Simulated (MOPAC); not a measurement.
MOPAC input (PM6):

```
PM6 1SCF GEO-OK AUX(PRECISION=9) THREADS=1
C4H10OSi

C     2.80659300 1   -1.11498300 1   -0.24291200 1
C     1.59203100 1   -0.75606300 1   -0.65473600 1
Si    0.79899800 1    0.87553300 1   -0.24222800 1
C    -0.81673600 1    0.61044600 1    0.70756500 1
O    -1.67724200 1   -0.17452100 1   -0.10585600 1
C    -2.91917600 1   -0.44980300 1    0.50597500 1
H     3.24216000 1   -2.07747700 1   -0.49135400 1
H     3.42287000 1   -0.45847200 1    0.36279000 1
H     1.02469100 1   -1.46098700 1   -1.25799000 1
H     1.72438300 1    1.66285200 1    0.61162800 1
H     0.49641400 1    1.64147200 1   -1.47548100 1
H    -0.61636900 1    0.10292000 1    1.66301600 1
H    -1.28513400 1    1.57580200 1    0.95239600 1
H    -3.50081700 1   -1.05181200 1   -0.19108100 1
H    -3.46658400 1    0.47525400 1    0.72749200 1
H    -2.78592200 1   -1.00844100 1    1.44126600 1
```

Output:

```
 *******************************************************************************
 **                                                                           **
 **                              MOPAC v23.2.5                                **
 **                                                                           **
 *******************************************************************************
 ** MOPAC's Digital Object Identifier: https://doi.org/10.5281/zenodo.6511958 **
 **                                                                           **
 ** Please cite the open-source release paper for use of this MOPAC version:  **
 ** J. E. Moussa and J. J. P. Stewart (2026)                                  **
 ** MOPAC: An open-source semiempirical molecular orbital program             **
 ** J. Open Source Softw., 11(119), 8025, https://doi.org/10.21105/joss.08025 **
 *******************************************************************************

                              PM6 CALCULATION RESULTS

 *******************************************************************************
 *  PM6        - The PM6 Hamiltonian to be used
 *  GEO-OK     - OVERRIDE INTERATOMIC DISTANCE AND OTHER SAFETY CHECKS
 *  1SCF       - DO 1 SCF AND THEN STOP
 *  AUX        - OUTPUT AUXILIARY INFORMATION
 *******************************************************************************
PM6 1SCF GEO-OK AUX(PRECISION=9) THREADS=1
 C4H10OSi

   ATOM   CHEMICAL          X               Y               Z
  NUMBER   SYMBOL      (ANGSTROMS)     (ANGSTROMS)     (ANGSTROMS)

     1       C          2.80659300  *  -1.11498300  *  -0.24291200  *
     2       C          1.59203100  *  -0.75606300  *  -0.65473600  *
     3      Si          0.79899800  *   0.87553300  *  -0.24222800  *
     4       C         -0.81673600  *   0.61044600  *   0.70756500  *
     5       O         -1.67724200  *  -0.17452100  *  -0.10585600  *
     6       C         -2.91917600  *  -0.44980300  *   0.50597500  *
     7       H          3.24216000  *  -2.07747700  *  -0.49135400  *
     8       H          3.42287000  *  -0.45847200  *   0.36279000  *
     9       H          1.02469100  *  -1.46098700  *  -1.25799000  *
    10       H          1.72438300  *   1.66285200  *   0.61162800  *
    11       H          0.49641400  *   1.64147200  *  -1.47548100  *
    12       H         -0.61636900  *   0.10292000  *   1.66301600  *
    13       H         -1.28513400  *   1.57580200  *   0.95239600  *
    14       H         -3.50081700  *  -1.05181200  *  -0.19108100  *
    15       H         -3.46658400  *   0.47525400  *   0.72749200  *
    16       H         -2.78592200  *  -1.00844100  *   1.44126600  *

          CARTESIAN COORDINATES

    NO.       ATOM           X           Y           Z

     1         C          2.8066     -1.1150     -0.2429
     2         C          1.5920     -0.7561     -0.6547
     3        Si          0.7990      0.8755     -0.2422
     4         C         -0.8167      0.6104      0.7076
     5         O         -1.6772     -0.1745     -0.1059
     6         C         -2.9192     -0.4498      0.5060
     7         H          3.2422     -2.0775     -0.4914
     8         H          3.4229     -0.4585      0.3628
     9         H          1.0247     -1.4610     -1.2580
    10         H          1.7244      1.6629      0.6116
    11         H          0.4964      1.6415     -1.4755
    12         H         -0.6164      0.1029      1.6630
    13         H         -1.2851      1.5758      0.9524
    14         H         -3.5008     -1.0518     -0.1911
    15         H         -3.4666      0.4753      0.7275
    16         H         -2.7859     -1.0084      1.4413

 General Reference for PM6:
 "Optimization of Parameters for Semiempirical Methods V: Modification of NDDO Approximations
 and Application to 70 Elements", J. J. P. Stewart, J. Mol. Mod., 13, 1173-1213 (2007)
 URL: https://link.springer.com/article/10.1007/s00894-007-0233-4

           Empirical Formula: C4 H10 O Si  =    16 atoms

      MOLECULAR POINT GROUP   :   C1

      RHF CALCULATION, NO. OF DOUBLY OCCUPIED LEVELS = 18

 -------------------------------------------------------------------------------
 PM6 1SCF GEO-OK AUX(PRECISION=9) THREADS=1
 C4H10OSi

     1SCF WAS SPECIFIED, SO BFGS WAS NOT USED
     SCF FIELD WAS ACHIEVED

                              PM6 CALCULATION
                                                       MOPAC v23.2.5 Linux

          FINAL HEAT OF FORMATION =        -26.66482 KCAL/MOL =    -111.56562 KJ/MOL

          COSMO AREA              =        159.29 SQUARE ANGSTROMS
          COSMO VOLUME            =        151.66 CUBIC ANGSTROMS

          IONIZATION POTENTIAL    =          9.480434 EV
          HOMO LUMO ENERGIES (EV) =         -9.480  0.330
          NO. OF FILLED LEVELS    =         18
          MOLECULAR WEIGHT        =        102.2079         POINT GROUP:  C1

          MOLECULAR DIMENSIONS (Angstroms)

            Atom       Atom       Distance
            H    15    H     7     7.28075
            H    14    H    10     4.62760
            H    11    H    16     3.53306

          SCF CALCULATIONS        =          1

   ATOM   CHEMICAL          X               Y               Z
  NUMBER   SYMBOL      (ANGSTROMS)     (ANGSTROMS)     (ANGSTROMS)

     1       C          2.80659300  *  -1.11498300  *  -0.24291200  *
     2       C          1.59203100  *  -0.75606300  *  -0.65473600  *
     3      Si          0.79899800  *   0.87553300  *  -0.24222800  *
     4       C         -0.81673600  *   0.61044600  *   0.70756500  *
     5       O         -1.67724200  *  -0.17452100  *  -0.10585600  *
     6       C         -2.91917600  *  -0.44980300  *   0.50597500  *
     7       H          3.24216000  *  -2.07747700  *  -0.49135400  *
     8       H          3.42287000  *  -0.45847200  *   0.36279000  *
     9       H          1.02469100  *  -1.46098700  *  -1.25799000  *
    10       H          1.72438300  *   1.66285200  *   0.61162800  *
    11       H          0.49641400  *   1.64147200  *  -1.47548100  *
    12       H         -0.61636900  *   0.10292000  *   1.66301600  *
    13       H         -1.28513400  *   1.57580200  *   0.95239600  *
    14       H         -3.50081700  *  -1.05181200  *  -0.19108100  *
    15       H         -3.46658400  *   0.47525400  *   0.72749200  *
    16       H         -2.78592200  *  -1.00844100  *   1.44126600  *

                             CARTESIAN COORDINATES

   1    C        2.806593000    -1.114983000    -0.242912000
   2    C        1.592031000    -0.756063000    -0.654736000
   3   Si        0.798998000     0.875533000    -0.242228000
   4    C       -0.816736000     0.610446000     0.707565000
   5    O       -1.677242000    -0.174521000    -0.105856000
   6    C       -2.919176000    -0.449803000     0.505975000
   7    H        3.242160000    -2.077477000    -0.491354000
   8    H        3.422870000    -0.458472000     0.362790000
   9    H        1.024691000    -1.460987000    -1.257990000
  10    H        1.724383000     1.662852000     0.611628000
  11    H        0.496414000     1.641472000    -1.475481000
  12    H       -0.616369000     0.102920000     1.663016000
  13    H       -1.285134000     1.575802000     0.952396000
  14    H       -3.500817000    -1.051812000    -0.191081000
  15    H       -3.466584000     0.475254000     0.727492000
  16    H       -2.785922000    -1.008441000     1.441266000

           Empirical Formula: C4 H10 O Si  =    16 atoms

      MOLECULAR POINT GROUP   :   C1

                  EIGENVALUES
 -29.92357 -26.82971 -25.25938 -23.27266 -20.02652 -17.49562 -16.73236 -16.09501
 -15.51266 -14.72029 -13.59959 -13.25961 -12.09837 -11.25659 -10.77390 -10.40195
 -10.17826  -9.48043   0.32994   0.74561   1.07605   1.29136   1.89970   2.47772
   2.56512   3.10480   4.20002   4.61292   4.74047   4.86739   5.60153   5.70743
   5.74330   5.74958   6.08855   6.19205   6.24872   6.37287   6.83915

              NET ATOMIC CHARGES AND DIPOLE CONTRIBUTIONS

  ATOM NO.   TYPE          CHARGE      No. of ELECS.   s-Pop       p-Pop       d-Pop
    1          C          -0.216561        4.2166     1.11915     3.09741
    2          C          -0.393690        4.3937     1.13153     3.26216
    3         Si           0.367234        3.6328     1.18687     1.82004     0.62585
    4          C          -0.309987        4.3100     1.09703     3.21295
    5          O          -0.383495        6.3835     1.84141     4.54208
    6          C          -0.198991        4.1990     1.08848     3.11051
    7          H           0.135591        0.8644     0.86441
    8          H           0.136229        0.8638     0.86377
    9          H           0.168279        0.8317     0.83172
   10          H           0.011518        0.9885     0.98848
   11          H           0.020578        0.9794     0.97942
   12          H           0.140321        0.8597     0.85968
   13          H           0.141000        0.8590     0.85900
   14          H           0.147097        0.8529     0.85290
   15          H           0.117360        0.8826     0.88264
   16          H           0.117517        0.8825     0.88248
 DIPOLE           X         Y         Z       TOTAL
 POINT-CHG.     0.613     1.489     1.364     2.110
 HYBRID        -0.604    -1.251     0.285     1.418
 SUM            0.009     0.238     1.650     1.667

          ATOMIC ORBITAL ELECTRON POPULATIONS

     Atom    s        px        py        pz      x^2-y^2     xz        z^2       yz        xy
    1  C   1.11915   1.02066   1.08238   0.99437
    2  C   1.13153   1.04114   1.18055   1.04047
    3 Si   1.18687   0.55188   0.58835   0.67981   0.09705   0.14049   0.07267   0.17902   0.13662
    4  C   1.09703   1.08633   1.03607   1.09056
    5  O   1.84141   1.31406   1.74989   1.47813
    6  C   1.08848   0.89668   1.12010   1.09373
    7  H   0.86441
    8  H   0.86377
    9  H   0.83172
   10  H   0.98848
   11  H   0.97942
   12  H   0.85968
   13  H   0.85900
   14  H   0.85290
   15  H   0.88264
   16  H   0.88248

 **********************
 *                    *
 * JOB ENDED NORMALLY *
 *                    *
 **********************

 == MOPAC DONE ==
```

The geometry given is a B3LYP-D3(BJ)/def2-TZVP minimum.
